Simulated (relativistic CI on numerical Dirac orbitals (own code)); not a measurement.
**How well does a small relativistic CI reproduce Ge I?**

Calculated at this level of theory: Dirac-Coulomb-Breit CI, KLI orbitals optimised for each configuration, QED by a radiative potential, valence Slater integrals scaled by 0.85, P86 correlation energy added to each configuration (own radial code, finite nucleus).

Configurations in the expansion (outside the closed core [Ar] 3d10): 4s²4p², 4s²4p5s, 4s4p³, 4s²4p5p, 4s²4p4d, 4s²4p6s, 4s²4p6p, 4s²4p5d, 4s²4p4f, 4s²4p6d, 4s²4p5f, 4s²4p5g, 4s²4d², 4s²4p6f, 4p⁴. Levels of other configurations are missing.

```tsv
Configuration	Term (tabulated)	J	Measured (cm⁻¹)	Computed	Error	Purity (%)
4s²4p²	3P	0	0.0	0	0	98
4s²4p²	3P	1	557.1	519	-38	99
4s²4p²	3P	2	1410.0	1311	-99	98
4s²4p²	1D	2	7125.3	8039	914	98
4s²4p²	1S	0	16367.3	13722	-2645	94
4s²4p5s	3P°	0	37451.7	39857	2406	100
4s²4p5s	3P°	1	37702.3	40136	2433	89
4s²4p5s	3P°	2	39117.9	41533	2415	100
4s²4p5s	1P°	1	40020.6	42669	2648	86
4s4p³	5S°	2	41926.7	37230	-4696	100
4s²4p5p	3D	2	46834.4	48936	2101	80
4s²4p5p	3P	0	47502.6	49466	1964	93
4s²4p5p	3D	3	48104.1	50248	2144	100
4s²4p4d	1D°	2	48480.0	50975	2495	57
4s²4p5p	3P	2	48726.1	50726	2000	79
4s²4p4d	3D°	2	48882.3	50516	1634	62
4s²4p4d	3D°	1	48962.8	50522	1559	72
4s²4p5p	3S	1	49075.9	51021	1946	73
4s²4p4d	3D°	3	49144.4	50875	1731	65
4s²4p5p	1D	2	49649.6	51606	1956	85
4s²4p4d	3F°	2	50069.0	52311	2242	61
4s²4p4d	3F°	3	50323.5	52432	2109	81
4s²4p4d	3F°	4	50786.8	53122	2335	99
4s²4p5p	1S	0	51011.4	52948	1937	87
4s²4p4d	3P°	2	51437.8	53297	1860	84
4s²4p4d	3P°	1	51705.0	53563	1858	87
4s²4p4d	3P°	0	51978.2	53803	1825	93
4s²4p4d	1F°	3	52592.2	55009	2416	85
```

Measured levels from NIST Handbook of Basic Atomic Spectroscopic Data (Sansonetti and Martin, J. Phys. Chem. Ref. Data 34, 1559 (2005)); pairs were made by configuration, J and term (by order where the table uses no LS term), so strongly mixed levels may be paired wrongly.

Mean error by configuration (cm⁻¹): 4s²4p² -467; 4s²4p5s 2475; 4s4p³ -4696; 4s²4p5p 2007; 4s²4p4d 2006. Over the excited levels the mean absolute error is 2015 cm⁻¹ (27 of the 31 excited levels that our extract of the source holds in range could be paired, and the others can miss by more), and the median relative error of those above 1,000 cm⁻¹ is 4.5 %.

Transition probabilities of persistent lines. The last column rescales the computed rate by the cube of measured over computed energy:

```csv
λ measured (Å),Lower,Upper,A tabulated (s⁻¹),A computed,A rescaled
1988.27 vacuum,4s²4p² ³P2,4s²4p4d ³P°1,4.10e+07,4.01e+07,3.57e+07
1998.89 vacuum,4s²4p² ³P2,4s²4p4d ³P°2,1.24e+08,7.82e+07,6.97e+07
2019.07 air,4s²4p² ³P1,4s²4p4d ³F°2,4.90e+07,6.97e+06,6.09e+06
2041.71 air,4s²4p² ³P0,4s²4p4d ³D°1,1.51e+08,1.05e+08,9.57e+07
2043.77 air,4s²4p² ³P2,4s²4p4d ³F°3,8.60e+07,1.49e+07,1.30e+07
2068.66 air,4s²4p² ³P1,4s²4p4d ³D°2,1.20e+08,1.28e+08,1.15e+08
2094.26 air,4s²4p² ³P2,4s²4p4d ³D°3,1.70e+08,1.45e+08,1.30e+08
2592.53 air,4s²4p² ³P1,4s²4p5s ³P°2,6.00e+07,7.16e+07,5.95e+07
2651.17 air,4s²4p² ³P2,4s²4p5s ³P°2,1.60e+08,2.06e+08,1.70e+08
2651.57 air,4s²4p² ³P0,4s²4p5s ³P°1,6.90e+07,8.43e+07,6.99e+07
2691.34 air,4s²4p² ³P1,4s²4p5s ³P°1,4.70e+07,6.02e+07,4.97e+07
2709.62 air,4s²4p² ³P1,4s²4p5s ³P°0,2.08e+08,2.69e+08,2.22e+08
2754.59 air,4s²4p² ³P2,4s²4p5s ³P°1,7.90e+07,1.09e+08,8.89e+07
3039.07 air,4s²4p² ¹D2,4s²4p5s ¹P°1,2.04e+08,2.79e+08,2.39e+08
3269.49 air,4s²4p² ¹D2,4s²4p5s ³P°1,1.70e+07,2.39e+07,2.06e+07
```
